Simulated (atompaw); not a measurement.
# Before and after: PAW (atompaw) potential for K (Z = 19)

potassium (K), PAW, made with atompaw 4.2.0.5 (LDA (PW92), scalar-relativistic). Core [Ne] 3s2, reference 3p6 4s1 4p0. Waves: 4s (bound): rc 3.00 bohr; 4s channel at 3.8 Ry: rc 3.00 bohr; 3p (bound): rc 2.15 bohr; 4p (bound, empty): rc 2.75 bohr; 3d channel at 0.2 Ry: rc 3.00 bohr; 3d channel at 1.1 Ry: rc 3.00 bohr. Local part: bessel scheme, radius 2.20 bohr. Core correction: smooth core density matched at 1.85 bohr. Augmentation charge: besselshape compensation charge, radius 2.65 bohr; PAW radius 3.00 bohr; waves and projectors: custom rrkj gramschmidtortho.

All-electron outer shells of the reference configuration (LDA (PW92), scalar-relativistic, ld1.x):

```json
{"shell": "2p", "level (eV)": "-280.02", "outermost node (bohr)": "–", "outermost maximum (bohr)": "0.26"}
{"shell": "3s", "level (eV)": "-35.18", "outermost node (bohr)": "0.48", "outermost maximum (bohr)": "1.07"}
{"shell": "3p", "level (eV)": "-18.84", "outermost node (bohr)": "0.45", "outermost maximum (bohr)": "1.15"}
{"shell": "4s", "level (eV)": "-2.43", "outermost node (bohr)": "1.59", "outermost maximum (bohr)": "4.03"}
{"shell": "4p", "level (eV)": "-0.84", "outermost node (bohr)": "1.88", "outermost maximum (bohr)": "5.71"}
```

Change: wave 4s (bound): rc 3.00 bohr becomes 4s (bound): rc 1.60 bohr.

Cutoffs: the cutoffs (Ry, on a coarse ladder) from which the occupation-weighted sum of valence levels, in a spherical-Bessel basis at the reference potential, stays within 10 and 1 mRy of its value at 400 Ry; they do not see the model core or the augmentation charge, which bear on the density cutoff.

Problem. What does the change do?

Solution. The potential gets neither clearly harder nor softer (15 Ry and 30 Ry → 15 Ry and 30 Ry); a bound ghost appears in s, which as a rule spoils a file.

```csv
quantity,base,changed
"cutoff, loose",15 Ry,15 Ry
"cutoff, tight",30 Ry,30 Ry
loose cutoff by channel (10 mRy a level),"s 6 Ry, p 12 Ry","s 8 Ry, p 12 Ry"
bound ghosts,none,s
s: phases at 3.01 bohr within 0.05 rad from the reference energy up to (Ry; the scan ends near 5),4.7,5.0
p: phases at 3.01 bohr within 0.05 rad from the reference energy up to (Ry; the scan ends near 5),4.0,4.0
d: phases at 3.01 bohr within 0.05 rad from the reference energy up to (Ry; the scan ends near 5),4.9,4.9
lowest overlap eigenvalue by channel,"s 1.00, p 0.09, d 0.33","s 0.27, p 0.09, d 0.33"
```

 A true bound ghost makes a file unfit for plane-wave use even where its test errors are small: the radial tests pick states by their node count and pass the ghost by. The cutoffs see the waves, projectors and local potential, not the compensation charge or the core.
